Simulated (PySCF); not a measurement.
SMILES C(C)(C)[SiH2]C, GFN2-xTB optimised geometry. Atoms within 1.6 Å of the plane z = 0.0 Å (x, y, z in Å): Si1 (0.54, -1.47, 0.00), C2 (-0.09, -2.38, 1.54), C3 (-0.07, 0.34, 0.00), C4 (0.49, 1.11, -1.19), C5 (-1.60, 0.43, 0.00), H6 (0.06, -2.15, -1.21), H7 (2.01, -1.47, 0.00), H8 (-1.18, -2.47, 1.53), H9 (0.32, -3.39, 1.58), H11 (0.29, 0.84, 0.91), H13 (0.17, 2.15, -1.17), H14 (1.58, 1.09, -1.19), H15 (-2.01, -0.05, -0.88), H16 (-2.01, -0.06, 0.88), H17 (-1.92, 1.47, 0.01).

Calculation: PySCF with B3LYP/def2-SVP. Cells within 0.4 Å of a nucleus heavier than hydrogen are left out (blank, or x).

Map of the deformation density (molecule minus spherical neutral atoms) (e/bohr³) on the plane z = 0.0 Å:

```
|111111111111111111111111111|
|111111111111111111111111111|
|111111111111111111111111111|
|111111111111111111111111111|
|111111111111111111111111111|
|111111111111111111111111111|
|111111111111111111111111111|
|111111100111100111111111111|
|111111112100000001111111111|
|111111178300000000111111111|
|111111269410011000111111111|
|11111002xx443x2000111111111|
|11111001xx77xx2000111111111|
|1111101231344x4100111111111|
|111111111001366310111111111|
|111111100000244211111111111|
|111111110000011113431111111|
|11111111110000xx15861111111|
|11111111110000xx14641111111|
|111111111110010002221111111|
|111111111110010000111111111|
|111111111111000000111111111|
|111111111111110011111111111|
|111111111111111111111111111|
|111111111111111111111111111|
|111111111111111111111111111|
|111111111111111111111111111|
```
Scale: ten equal steps from -0.016 (start of '0') to 0.091 (end of '9'), in the order '0123456789'; x runs from -4.50 to 4.50, y from -4.50 (bottom) to 4.50 (top).
